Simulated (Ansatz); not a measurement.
Ansatz (a first-principles code) input file for C3H7FOSi, SMILES [SiH2](CF)CC=O, PBE-D3(BJ)/def2-SVP. 

Ansatz 0.2 input:
```yaml
crystal:
  periodic: [false, false, false]
  atoms:
    - {symbol: O, position_ang: [2.55629583, 1.29649898, -0.11852199]}
    - {symbol: C, position_ang: [1.80735674, 0.70272142, 0.61054205]}
    - {symbol: C, position_ang: [1.33687970, -0.69862576, 0.39463375]}
    - {symbol: Si, position_ang: [-0.32580595, -0.76520396, -0.53190831]}
    - {symbol: C, position_ang: [-1.63136014, 0.24669744, 0.40976006]}
    - {symbol: F, position_ang: [-2.84420257, 0.14305541, -0.23912327]}
    - {symbol: H, position_ang: [1.37962849, 1.20609049, 1.52000523]}
    - {symbol: H, position_ang: [1.20112610, -1.21694371, 1.35821935]}
    - {symbol: H, position_ang: [2.07059735, -1.24353665, -0.22067153]}
    - {symbol: H, position_ang: [-0.77224150, -2.18630380, -0.61375067]}
    - {symbol: H, position_ang: [-0.16003567, -0.20628833, -1.90328852]}
    - {symbol: H, position_ang: [-1.34400706, 1.31240022, 0.46913482]}
    - {symbol: H, position_ang: [-1.74358575, -0.11681184, 1.44773769]}
basis:
  gaussian:
    orbitals: def2-SVP
hamiltonian:
  xc: pbe
  dispersion: d3bj
relax: {f_tol: 0.002, max_steps: 200}
```

Output:

```
WARN ansatz: RAYON_NUM_THREADS=2 ignored (pool sized by the plan → 2); use --threads N
Functional definition: PBE
integrals: 0.07 GiB planned
1367 factors; their error is unknown
mean field: 0.37 GiB planned
mean field evaluation 1: about -15835.0109 eV, gradient 6.3e1 eV
mean field evaluation 2: about -15817.7933 eV, gradient 1.1e2 eV
mean field evaluation 4: about -15844.2309 eV, gradient 8.1e0 eV
mean field evaluation 8: about -15844.3780 eV, gradient 2.2e-1 eV
mean field evaluation 16: about -15844.2950 eV, gradient 5.9e-4 eV
mean field -15844.29503623 eV, -582.2671029325 hartree, gradient 4.4e-5 eV, S^2 0.000000; 0 other end points of the search recorded, 0 dependent functions left out
the calculation of the forces begins
reference -15844.29506855 eV, -582.2671041203 hartree; 28, 28 occupied and 95, 95 virtual orbitals, 1367 factors
relax step   1: F+E_penalty+E_count = -15844.57555048 eV  Δ(F+E_penalty+E_count) = +0.000e0 eV  max|allowed force component| = 7.632e-1 eV/Å  Δτ_max = 0.0000 Å  (29 SCF iters, accepted)
these checks for a lower state are left out or cut short: starts, cluster_reference, orbital_swaps, neighbouring_geometries, increment
integrals: 0.07 GiB planned
1367 factors; their error is unknown
mean field: 0.37 GiB planned
mean field -15844.32086196 eV, -582.2680520107 hartree, gradient 2.6e-5 eV, S^2 0.000000; 0 other end points of the search recorded, 0 dependent functions left out
the calculation of the forces begins
reference -15844.32089438 eV, -582.2680532020 hartree; 28, 28 occupied and 95, 95 virtual orbitals, 1367 factors
relax step   2: F+E_penalty+E_count = -15844.60010127 eV  Δ(F+E_penalty+E_count) = -2.455e-2 eV  max|allowed force component| = 1.671e-1 eV/Å  Δτ_max = 0.0203 Å  (32 SCF iters, accepted)
these checks for a lower state are left out or cut short: starts, cluster_reference, orbital_swaps, neighbouring_geometries, increment
integrals: 0.07 GiB planned
1367 factors; their error is unknown
mean field: 0.37 GiB planned
mean field evaluation 32: about -15844.3233 eV, gradient 2.6e-5 eV
mean field -15844.32326665 eV, -582.2681403815 hartree, gradient 2.6e-5 eV, S^2 0.000000; 0 other end points of the search recorded, 0 dependent functions left out
the calculation of the forces begins
reference -15844.32329912 eV, -582.2681415747 hartree; 28, 28 occupied and 95, 95 virtual orbitals, 1367 factors
relax step   3: F+E_penalty+E_count = -15844.60204077 eV  Δ(F+E_penalty+E_count) = -1.939e-3 eV  max|allowed force component| = 9.223e-2 eV/Å  Δτ_max = 0.0067 Å  (32 SCF iters, accepted)
these checks for a lower state are left out or cut short: starts, cluster_reference, orbital_swaps, neighbouring_geometries, increment
integrals: 0.07 GiB planned
1367 factors; their error is unknown
mean field: 0.37 GiB planned
mean field -15844.32270991 eV, -582.2681199216 hartree, gradient 2.7e-5 eV, S^2 0.000000; 0 other end points of the search recorded, 0 dependent functions left out
the calculation of the forces begins
reference -15844.32274239 eV, -582.2681211153 hartree; 28, 28 occupied and 95, 95 virtual orbitals, 1367 factors
relax step   4: F+E_penalty+E_count = -15844.60133780 eV  Δ(F+E_penalty+E_count) = +7.030e-4 eV  max|allowed force component| = 1.190e-1 eV/Å  Δτ_max = 0.0156 Å  (31 SCF iters, rejected (line search))
these checks for a lower state are left out or cut short: starts, cluster_reference, orbital_swaps, neighbouring_geometries, increment
integrals: 0.07 GiB planned
1367 factors; their error is unknown
mean field: 0.37 GiB planned
mean field -15844.32376129 eV, -582.2681585590 hartree, gradient 2.6e-5 eV, S^2 0.000000; 0 other end points of the search recorded, 0 dependent functions left out
the calculation of the forces begins
reference -15844.32379379 eV, -582.2681597533 hartree; 28, 28 occupied and 95, 95 virtual orbitals, 1367 factors
relax step   5: F+E_penalty+E_count = -15844.60239527 eV  Δ(F+E_penalty+E_count) = -3.545e-4 eV  max|allowed force component| = 1.431e-2 eV/Å  Δτ_max = 0.0078 Å  (32 SCF iters, accepted)
these checks for a lower state are left out or cut short: starts, cluster_reference, orbital_swaps, neighbouring_geometries, increment
integrals: 0.07 GiB planned
1367 factors; their error is unknown
mean field: 0.37 GiB planned
mean field -15844.32377503 eV, -582.2681590641 hartree, gradient 1.9e-5 eV, S^2 0.000000; 0 other end points of the search recorded, 0 dependent functions left out
the calculation of the forces begins
reference -15844.32380753 eV, -582.2681602582 hartree; 28, 28 occupied and 95, 95 virtual orbitals, 1367 factors
relax step   6: F+E_penalty+E_count = -15844.60239604 eV  Δ(F+E_penalty+E_count) = -7.647e-7 eV  max|allowed force component| = 1.992e-2 eV/Å  Δτ_max = 0.0031 Å  (24 SCF iters, accepted)
these checks for a lower state are left out or cut short: starts, cluster_reference, orbital_swaps, neighbouring_geometries, increment
integrals: 0.07 GiB planned
1367 factors; their error is unknown
mean field: 0.37 GiB planned
mean field -15844.32382755 eV, -582.2681609942 hartree, gradient 1.0e-5 eV, S^2 0.000000; 0 other end points of the search recorded, 0 dependent functions left out
the calculation of the forces begins
reference -15844.32386006 eV, -582.2681621886 hartree; 28, 28 occupied and 95, 95 virtual orbitals, 1367 factors
relax step   7: F+E_penalty+E_count = -15844.60244443 eV  Δ(F+E_penalty+E_count) = -4.840e-5 eV  max|allowed force component| = 4.023e-3 eV/Å  Δτ_max = 0.0037 Å  (25 SCF iters, accepted)
these checks for a lower state are left out or cut short: starts, cluster_reference, orbital_swaps, neighbouring_geometries, increment
integrals: 0.07 GiB planned
1367 factors; their error is unknown
mean field: 0.37 GiB planned
mean field evaluation 64: about -15844.3238 eV, gradient 1.2e-5 eV
mean field -15844.32381742 eV, -582.2681606218 hartree, gradient 1.2e-5 eV, S^2 0.000000; 0 other end points of the search recorded, 0 dependent functions left out
the calculation of the forces begins
reference -15844.32384993 eV, -582.2681618163 hartree; 28, 28 occupied and 95, 95 virtual orbitals, 1367 factors
relax step   8: F+E_penalty+E_count = -15844.60245071 eV  Δ(F+E_penalty+E_count) = -6.279e-6 eV  max|allowed force component| = 5.262e-3 eV/Å  Δτ_max = 0.0015 Å  (23 SCF iters, accepted)
these checks for a lower state are left out or cut short: starts, cluster_reference, orbital_swaps, neighbouring_geometries, increment
integrals: 0.07 GiB planned
1367 factors; their error is unknown
mean field: 0.37 GiB planned
mean field -15844.32381681 eV, -582.2681605992 hartree, gradient 1.7e-5 eV, S^2 0.000000; 0 other end points of the search recorded, 0 dependent functions left out
the calculation of the forces begins
reference -15844.32384932 eV, -582.2681617940 hartree; 28, 28 occupied and 95, 95 virtual orbitals, 1367 factors
relax step   9: F+E_penalty+E_count = -15844.60245019 eV  Δ(F+E_penalty+E_count) = +5.193e-7 eV  max|allowed force component| = 5.333e-3 eV/Å  Δτ_max = 0.0020 Å  (23 SCF iters, rejected (line search))
these checks for a lower state are left out or cut short: starts, cluster_reference, orbital_swaps, neighbouring_geometries, increment
integrals: 0.07 GiB planned
1367 factors; their error is unknown
mean field: 0.37 GiB planned
mean field -15844.32381362 eV, -582.2681604821 hartree, gradient 9.2e-6 eV, S^2 0.000000; 0 other end points of the search recorded, 0 dependent functions left out
the calculation of the forces begins
reference -15844.32384612 eV, -582.2681616766 hartree; 28, 28 occupied and 95, 95 virtual orbitals, 1367 factors
relax step  10: F+E_penalty+E_count = -15844.60245442 eV  Δ(F+E_penalty+E_count) = -3.707e-6 eV  max|allowed force component| = 1.675e-3 eV/Å  Δτ_max = 0.0010 Å  (23 SCF iters, accepted)
these checks for a lower state are left out or cut short: starts, cluster_reference, orbital_swaps, neighbouring_geometries, increment
integrals: 0.07 GiB planned
1367 factors; their error is unknown
mean field: 0.37 GiB planned
mean field -15844.32378107 eV, -582.2681592859 hartree, gradient 8.7e-6 eV, S^2 0.000000; 0 other end points of the search recorded, 0 dependent functions left out
the calculation of the forces begins
reference -15844.32381357 eV, -582.2681604805 hartree; 28, 28 occupied and 95, 95 virtual orbitals, 1367 factors
relax step  11: F+E_penalty+E_count = -15844.60245583 eV  Δ(F+E_penalty+E_count) = -1.411e-6 eV  max|allowed force component| = 5.086e-3 eV/Å  Δτ_max = 0.0038 Å  (24 SCF iters, accepted)
these checks for a lower state are left out or cut short: starts, cluster_reference, orbital_swaps, neighbouring_geometries, increment
integrals: 0.07 GiB planned
1367 factors; their error is unknown
mean field: 0.37 GiB planned
mean field -15844.32379363 eV, -582.2681597475 hartree, gradient 8.5e-5 eV, S^2 0.000000; 0 other end points of the search recorded, 0 dependent functions left out
the calculation of the forces begins
reference -15844.32382614 eV, -582.2681609421 hartree; 28, 28 occupied and 95, 95 virtual orbitals, 1367 factors
relax step  12: F+E_penalty+E_count = -15844.60245827 eV  Δ(F+E_penalty+E_count) = -2.437e-6 eV  max|allowed force component| = 8.730e-4 eV/Å  Δτ_max = 0.0009 Å  (20 SCF iters, accepted)
integrals: 0.07 GiB planned
1367 factors; their error is unknown
mean field: 0.37 GiB planned
mean field evaluation 96: about -15844.4074 eV, gradient 2.4e-1 eV
mean field -15844.32379363 eV, -582.2681597475 hartree, gradient 8.5e-5 eV, S^2 0.000000; 1 other end points of the search recorded, 0 dependent functions left out
the calculation of the forces begins
reference -15844.32382614 eV, -582.2681609421 hartree; 28, 28 occupied and 95, 95 virtual orbitals, 1367 factors
Total energy: -15844.60249077 eV, -582.2784016786 hartree
Atom 0 at     2.588320     1.306781    -0.115036 Å, force    -0.000593    -0.000542     0.000873 eV/Å
Atom 1 at     1.818617     0.706643     0.608681 Å, force     0.000359     0.000122    -0.000271 eV/Å
Atom 2 at     1.352890    -0.705369     0.393621 Å, force    -0.000110    -0.000023     0.000181 eV/Å
Atom 3 at    -0.327829    -0.767256    -0.530663 Å, force     0.000016     0.000231    -0.000334 eV/Å
Atom 4 at    -1.642073     0.250573     0.414903 Å, force     0.000327     0.000221     0.000221 eV/Å
Atom 5 at    -2.862723     0.139866    -0.250234 Å, force    -0.000376     0.000171    -0.000076 eV/Å
Atom 6 at     1.359755     1.214234     1.516296 Å, force     0.000112    -0.000180    -0.000354 eV/Å
Atom 7 at     1.210743    -1.226468     1.364280 Å, force     0.000070     0.000637    -0.000278 eV/Å
Atom 8 at     2.087321    -1.255040    -0.230798 Å, force     0.000359    -0.000083     0.000013 eV/Å
Atom 9 at    -0.782011    -2.196710    -0.614551 Å, force     0.000119    -0.000361     0.000005 eV/Å
Atom 10 at    -0.162761    -0.203691    -1.911322 Å, force    -0.000151    -0.000137    -0.000165 eV/Å
Atom 11 at    -1.352155     1.325364     0.475662 Å, force    -0.000289    -0.000177     0.000159 eV/Å
Atom 12 at    -1.757449    -0.115175     1.461929 Å, force     0.000155     0.000121     0.000026 eV/Å
Dipole moment:    -0.056213    -0.301458     0.398662 e Å
```

Self-consistency was reached.
